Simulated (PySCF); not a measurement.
## Two-component Hartree-Fock for Pb⁺ (lead, charge +1)

Start: [Xe] 4f14 5d10 6s2 6p1; 6p3/2 filled at m_j = +3/2. Calculated with PySCF 2.14 in x2c-TZVPPall-2c (11s11p9d3f, 110 functions): generalised Hartree-Fock with the X2C-1e Hamiltonian and a Gaussian nucleus; one run each with spin-orbit coupling (SO) screened by Boettger's factors, then bare. This is a chosen level, not necessarily the ground level.

| spinor shell | electrons | ε, screened SO (eV) | ε, bare SO (eV) | weight of nominal j (bare SO) | rms radius, bare SO (bohr) |
| --- | --- | --- | --- | --- | --- |
| 1s1/2 | 2 | -88478.9 | -88476.5 | 1.000 | 0.0181 |
| 2s1/2 | 2 | -15986.6 | -15985.8 | 1.000 | 0.0730 |
| 2p1/2 | 2 | -15328.8 | -15378.1 | 1.000 | 0.0615 |
| 2p3/2 | 4 | -13134.3 | -13119.7 | 1.000 | 0.0701 |
| 3s1/2 | 2 | -3915.9 | -3915.7 | 1.000 | 0.186 |
| 3p1/2 | 2 | -3619.9 | -3630.8 | 1.000 | 0.178 |
| 3p3/2 | 4 | -3123.4 | -3120.1 | 1.000 | 0.195 |
| 3d3/2 | 4 | -2642.3 | -2651.4 | 1.000 | 0.170 |
| 4s1/2 | 2 | -931.95 | -931.87 | 1.000 | 0.408 |
| 4p1/2 | 2 | -802.68 | -805.40 | 1.000 | 0.411 |
| 4p3/2 | 4 | -679.47 | -678.62 | 1.000 | 0.446 |
| 4d3/2 | 4 | -468.74 | -470.77 | 1.000 | 0.454 |
| 4d5/2 | 6 | -445.09 | -443.80 | 1.000 | 0.467 |
| 5s1/2 | 2 | -175.09 | -175.09 | 1.000 | 0.915 |
| 4f5/2 | 6 | -169.53 | -170.98 | 1.000 | 0.493 |
| 4f7/2 | 8 | -164.56 | -163.42 | 1.000 | 0.496 |
| 5p1/2 | 2 | -128.70 | -129.24 | 1.000 | 0.983 |
| 5p3/2 | 4 | -105.76 | -105.61 | 1.000 | 1.08 |
| 5d3/2 | 4 | -39.064 | -39.333 | 0.999 | 1.35 |
| 5d5/2 | 6 | -36.204 | -36.053 | 1.000 | 1.41 |
| 6s1/2 | 2 | -22.519 | -22.524 | 1.000 | 2.46 |
| 6p3/2 | 1 | -12.873 | -12.865 | 1.000 | 3.38 |

Task: Where does 3d5/2 lie, and what is the 3d spin-orbit splitting (bare SO)?

Result: At -2531.4 eV, 120.01 eV above 3d3/2.

| quantity | screened SO | bare SO |
| --- | --- | --- |
| E (hartree) | -20903.21436 | -20905.47554 |
| M_J | 3/2 | 3/2 |
| ⟨J²⟩ | 3.758 | 3.758 |
| ⟨L²⟩ | 2.202 | 2.219 |
| ⟨S²⟩ | 0.950 | 0.967 |

Each row is a mean over spinors that exchange with the open shell spreads, by up to 1.664 eV (6s1/2).

Breit and QED terms are absent; they matter most for the inner s and p1/2 levels.

Densities and radii are taken from the X2C orbitals without a picture-change correction, which distorts them close to the nucleus.
